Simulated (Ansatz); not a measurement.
Basis sets compared for Si(OEt)H3 (C₂H₈OSi). Total charge 0; singlet. Geometry PBE0-D4/def2-SVP. Ansatz on 2 threads of Intel Xeon Platinum 8375C on a shared host; times are rough, and most runs start from earlier orbitals.

Cartesian coordinates in Å:
```
C 0.257 0.655 -0.080
C 1.705 0.862 0.298
O -0.089 -0.696 0.114
Si -1.610 -1.308 -0.167
H 0.096 0.945 -1.137
H -0.392 1.311 0.533
H 1.999 1.912 0.151
H 1.868 0.597 1.353
H 2.357 0.226 -0.318
H -1.551 -2.760 0.151
H -2.012 -1.111 -1.597
H -2.628 -0.633 0.699
```

Another isomer (singlet) lies 0.37 eV lower at PBE0-D4/def2-TZVP; other spin states weren't run for this one.

Binding counts from free atoms (C triplet, O triplet, Si triplet, H doublet) in the same basis, without a counterpoise term.

| level | functions | energy (Eh) | HOMO (eV) | LUMO (eV) | binding per atom (eV) | wall time |
| --- | --- | --- | --- | --- | --- | --- |
| HF/STO-3G | 32 | -438.9256 | -8.56 | 12.72 | 3.46 | 0.15 s |
| PBE-D4/def2-SVP | 100 | -445.2031 | -6.37 | -0.08 | 3.79 | 1.1 s |
| PBE0-D4/def2-SVP | 100 | -445.2540 | -7.94 | 0.83 | 3.75 | 1.3 s |

(1) Estimate the rows for HF/def2-TZVP, PBE-D4/def2-TZVP (with forces), PBE0-D4/def2-TZVP.

## Answers

(1) 
```
                         level  functions  energy (Eh)  HOMO (eV)  LUMO (eV)  binding per atom (eV)  wall time
                  HF/def2-TZVP        178    -444.2931     -11.83       3.25                   2.82      1.2 s
PBE-D4/def2-TZVP (with forces)        178    -445.4893      -6.54      -0.56                   3.78      2.2 s
             PBE0-D4/def2-TZVP        178    -445.5361      -8.04       0.32                   3.74      2.2 s
```
